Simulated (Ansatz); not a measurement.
Consider the ligand exchange at the Sb–C bond: `[SiH3][CH](S)[SbH2]` + `N[SiH3]` → `[SiH3][NH][SbH2]` + `[SiH3]CS`.

Isolated molecules relaxed with PBE0-D4/def2-TZVP in Ansatz; ΔE leaves out vibrations. CCSD(T)/CBS adds triple-zeta CCSD(T) − MP2 to the extrapolated MP2 energy (def2 sets, frozen cores). This one scheme is used for every species. DFT in def2-TZVPP. B3LYP here is the variant with VWN-RPA as its local correlation; programs differ in this. HSE06 is defined as in plane-wave codes. def2 core potentials past Kr. For Sb outer-core shells are correlated without core-valence functions, which leaves a few kJ/mol of doubt a bond. Each species was taken in one conformer, which may not be the lowest.

`[SiH3][CH](S)[SbH2]`:

Cartesian coordinates in Å:
```
Si 0.387 1.492 -0.705
C 0.525 -0.207 0.091
S 0.359 -0.007 1.874
Sb -0.917 -1.539 -0.859
H 0.824 1.389 -2.123
H 1.245 2.477 0.004
H -1.026 1.950 -0.658
H 1.505 -0.628 -0.156
H -0.002 -1.262 2.190
H -0.669 -2.764 0.314
H -2.230 -0.901 0.028
```

`N[SiH3]`:

Cartesian coordinates in Å:
```
N -0.223 -0.867 -0.580
Si 0.038 0.573 0.324
H -0.402 -1.733 -0.098
H 0.310 -1.031 -1.419
H -1.052 0.685 1.328
H 1.333 0.654 1.065
H -0.004 1.719 -0.620
```

`[SiH3][NH][SbH2]`:

Cartesian coordinates in Å:
```
Si 0.920 -0.724 -0.348
N 0.231 0.851 -0.306
Sb -1.530 1.361 0.560
H 1.331 -1.235 0.993
H 2.124 -0.701 -1.224
H -0.088 -1.673 -0.889
H 0.844 1.640 -0.435
H -1.394 0.314 1.917
H -2.439 0.168 -0.268
```

`[SiH3]CS`:

Cartesian coordinates in Å:
```
Si -0.500 0.946 0.145
C -0.138 -0.823 -0.370
S 1.244 -1.518 0.575
H -0.901 0.982 1.573
H -1.588 1.525 -0.691
H 0.730 1.761 -0.040
H -0.998 -1.453 -0.131
H 0.042 -0.914 -1.443
H 2.108 -0.508 0.382
```

| level | ΔE (kJ/mol) | difference from CCSD(T)/CBS |
| --- | --- | --- |
| PBE-D4 | -8.2 | -1.2 |
| revPBE-D4 | -8.7 | -1.7 |
| BLYP-D4 | -13.8 | -6.8 |
| r2SCAN-D4 | -11.8 | -4.8 |
| B97M-V | -18.9 | -11.9 |
| PBE0-D4 | -8.8 | -1.8 |
| B3LYP-D4 | -14.1 | -7.1 |
| r2SCANh-D4 | -11.5 | -4.5 |
| r2SCAN0-D4 | -11.0 | -4.0 |
| HSE06-D4 | -8.7 | -1.7 |
| BHLYP-D4 | -15.0 | -8.0 |
| ωB97X-V | -15.8 | -8.8 |
| ωB97M-V | -12.7 | -5.7 |
| B2PLYP | -15.5 | -8.5 |
| PBE-QIDH | -8.7 | -1.7 |
| BLYP | -21.7 | -14.7 |
| r2SCAN | -12.7 | -5.7 |
| PBE0 | -12.4 | -5.4 |
| B3LYP | -20.8 | -13.8 |
| r2SCANh | -12.5 | -5.5 |
| r2SCAN0 | -12.2 | -5.2 |
| HSE06 | -12.1 | -5.1 |
| BHLYP | -22.3 | -15.3 |
| CAM-B3LYP | -21.6 | -14.6 |
| LC-ωPBE | -16.0 | -9.0 |
| RPA@PBE/def2-TZVPP | -11.8 | -4.8 |
| HF/def2-SVP | -25.6 | -18.6 |
| MP2/def2-SVP | -9.7 | -2.7 |
| CCSD(T)/def2-SVP | -13.3 | -6.3 |
| HF/def2-TZVPP | -29.3 | -22.3 |
| MP2/def2-TZVPP | -3.1 | 3.9 |
| SCS-MP2/def2-TZVPP | -9.9 | -2.9 |
| CCSD/def2-TZVPP | -12.5 | -5.5 |
| CCSD(T)/def2-TZVPP | -9.5 | -2.5 |
| HF/def2-QZVPP | -30.5 | -23.5 |
| MP2/def2-QZVPP | -2.1 | 4.9 |
| SCS-MP2/def2-QZVPP | -9.2 | -2.2 |
| HF/CBS(def2) | -30.7 | -23.7 |
| MP2/CBS(def2) | -0.6 | 6.4 |
| CCSD/CBS(def2) | -10.1 | -3.1 |
| CCSD(T)/CBS | -7.0 | 0 |

Largest T1 diagnostic among the species: 0.013.

The D4 term adds +6.7 kJ/mol with B3LYP and +3.6 kJ/mol with PBE0; it sums over pairs of atoms, weighted by their polarisabilities, and B3LYP, whose exchange is more repulsive, gets the larger term. At CCSD(T), def2-SVP lies −6.3 kJ/mol from the extrapolated value and def2-TZVPP −2.5 kJ/mol. In def2-TZVPP, CCSD(T) changes the Hartree–Fock value by +19.8 kJ/mol (the triples alone add +3.1 kJ/mol) and MP2 by +26.2 kJ/mol.
